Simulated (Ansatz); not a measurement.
Reaction (ligand exchange at the Si–C bond): `N=C([SiH3])S` + HBr → `[SiH3]Br` + `N=CS`

Gas-phase electronic energies from Ansatz, PBE0-D4/def2-TZVP geometries. CCSD(T)/CBS adds triple-zeta CCSD(T) − MP2 to the extrapolated MP2 energy (def2 sets, frozen cores). This one scheme is used for every species. Functionals use def2-TZVPP. B3LYP here is the variant with VWN-RPA as its local correlation; programs differ in this. For Br outer-core shells are correlated without core-valence functions, which leaves a few kJ/mol of doubt a bond. Scalar relativity is left out up to krypton. One conformer a species, not always the lowest.

```
             level  ΔE (kJ/mol)  difference from CCSD(T)/CBS
            PBE-D4        -93.0                          6.2
           PBE0-D4       -100.1                         -0.9
          B3LYP-D4        -96.3                          2.9
           ωB97M-V       -101.7                         -2.5
            B2PLYP       -102.0                         -2.8
            r2SCAN       -100.6                         -1.4
              PBE0       -104.0                         -4.8
     HF/def2-TZVPP       -119.3                        -20.1
    MP2/def2-TZVPP       -100.5                         -1.3
SCS-MP2/def2-TZVPP       -101.1                         -1.9
   CCSD/def2-TZVPP        -99.7                         -0.5
     HF/def2-QZVPP       -118.9                        -19.7
    MP2/def2-QZVPP       -102.4                         -3.2
SCS-MP2/def2-QZVPP       -102.8                         -3.6
      HF/CBS(def2)       -118.8                        -19.6
     MP2/CBS(def2)       -104.1                         -4.9
       CCSD(T)/CBS        -99.2                            0
```

Largest T1 diagnostic among the species: 0.014.

The D4 term adds +7.0 kJ/mol with B3LYP and +3.9 kJ/mol with PBE0; it sums over pairs of atoms, weighted by their polarisabilities, and B3LYP, whose exchange is more repulsive, gets the larger term. From PBE to PBE0 (25 % exact exchange), in def2-TZVPP and without D4, ΔE moves by −6.6 kJ/mol. In def2-TZVPP, CCSD(T) changes the Hartree–Fock value by +23.6 kJ/mol (the triples alone add +4.0 kJ/mol) and MP2 by +18.7 kJ/mol.
